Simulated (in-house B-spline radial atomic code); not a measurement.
Configurations of neutral magnesium, with energies counted from [Ne] 3s2. Level of theory: scalar-relativistic (X2C) RPBE, spin-polarised, spherical fractional occupations, Fermi nucleus of rms radius 3.057 fm; calculated with a radial B-spline atomic code at the basis-set limit. Shells without spins written out take the highest spin.

Occupations are held fixed; configurations that lie above the ionisation limit could autoionise.

```
                                 configuration  E - E(ref) (eV)  highest orbital  its <r> (bohr)
                                  [Ne] 3s1 3p1           2.7332            3p up           4.073
                                  [Ne] 3s1 3d1           5.7833            3d up            8.72
                                  [Ne] 3s1 4f1           6.6438            4f up           16.44
[He] 2s2 2p(3 up, 2 down) 3s2 4d(1 up, 0 down)           56.531            4d up           15.13
                          [He] 2s2 2p5 3s2 4f1           56.822            4f up            16.5
                          [He] 2s1 2p6 3s2 3p1            84.92            3p up           3.453
                          [He] 2s1 2p6 3s2 3d1           88.958            3d up           8.159
```

**Question.** Order these further configurations by energy, lowest first.
A. [He] 2s2 2p5 3s2 4s1
B. [Ne] 3s(0 up, 1 down) 3d(1 up, 0 down)
C. [He] 2s(0 up, 1 down) 2p6 3s2 4d(1 up, 0 down)
D. [Ne] 3s1 4p1
E. [He] 2s2 2p(3 up, 2 down) 3s2 4s(0 up, 1 down)

**Answer.** D (5.6282 eV), B (5.9105 eV), A (54.892 eV), E (54.909 eV), C (89.605 eV).

**Question.** How far above the reference does [Ne] 3s1 4d1 lie?

**Answer.** 6.4099 eV; its least bound orbital is 4d up with <r> = 16.06 bohr.

**Question.** How far above the reference does [He] 2s2 2p5 3s2 3p1 lie?

**Answer.** 51.826 eV; its least bound orbital is 3p up with <r> = 3.444 bohr.
